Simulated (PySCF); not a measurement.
From one molecule to another.

First species: H11O3PSi4.
SMILES with atom numbers: `[SiH3:1][O:2][SiH:3]([O:4][SiH3:5])[O:6][SiH2:7][PH2:8]` (hydrogens: H9, H10, H11 on Si1; H12 on Si3; H13, H14, H15 on Si5; H16, H17 on Si7; H18, H19 on P8)

Geometry (PBE0-D3(BJ)/def2-SVP, Å), atoms numbered from 1 in this order:
```
atom  x, y, z in Å
Si1   -1.541   -2.215   -0.610
O2    -1.202   -1.461    0.829
Si3   -0.644   -0.101    1.566
O4    -1.496    1.201    1.037
Si5   -2.124    2.007   -0.270
O6     0.950    0.099    1.206
Si7    2.044    0.006   -0.042
P8     4.106   -0.035    0.867
H9    -0.832   -3.525   -0.656
H10   -1.083   -1.365   -1.753
H11   -3.011   -2.434   -0.722
H12   -0.799   -0.224    3.023
H13   -2.915    1.063   -1.117
H14   -3.010    3.096    0.224
H15   -1.022    2.587   -1.094
H16    1.850   -1.268   -0.803
H17    1.825    1.154   -0.975
H18    4.727    0.043   -0.420
H19    4.145    1.379    1.070
```

Second species: C₄H₇BO₃.
SMILES: `O=CC1COBOC1`

Levels: CAM-B3LYP/def2-SVPD for HOMO energy, LUMO energy, HOMO–LUMO gap and static isotropic polarisability; TDDFT CAM-B3LYP/def2-SVPD for lowest singlet excitation; TDA CAM-B3LYP/def2-SVPD for lowest triplet excitation (Tamm–Dancoff); ΔSCF CAM-B3LYP/def2-SVPD for vertical ionisation energy. Geometries: PBE0-D3(BJ)/def2-SVP. Each structure is a single optimised conformer of the isolated species, non-relativistic unless stated. Electronic properties by PySCF.

```
                                property  column X  column Y
                             HOMO energy  -9.48 eV  -8.89 eV
                             LUMO energy  -0.33 eV   0.53 eV
                           HOMO–LUMO gap   9.15 eV   9.42 eV
               lowest singlet excitation   4.15 eV   6.47 eV
lowest triplet excitation (Tamm–Dancoff)   3.54 eV   5.66 eV
         static isotropic polarisability   67.6 au  137.2 au
              vertical ionisation energy  10.43 eV   9.74 eV
```

Problem. Which column belongs to which species?

Solution. Column X is the second species and column Y the first. The first has 19 atoms and 106 electrons, the second 15 and 60.

Problem. How does each property change from the first species to the second?

Solution. HOMO energy -0.59 eV; LUMO energy -0.86 eV; HOMO–LUMO gap -0.27 eV; lowest singlet excitation -2.32 eV; lowest triplet excitation (Tamm–Dancoff) -2.12 eV; static isotropic polarisability -69.6 au; vertical ionisation energy +0.69 eV.

On the first: S1 lies 2.95 eV below the HOMO–LUMO gap; its leading configuration is HOMO→LUMO, weight 0.23, beside HOMO→LUMO+5, weight 0.21. The polarisability is 20.32 Å³ as a volume (1 au = 0.148185 Å³), or 1.29 au for each of the 106 electrons.

On the second: In wavenumbers S1 is 33500 cm⁻¹ (1 eV = 8065.54 cm⁻¹). No computed singlet falls in the visible range (750 to 380 nm, 1.65 to 3.26 eV); S1 lies 0.89 eV above its blue end.
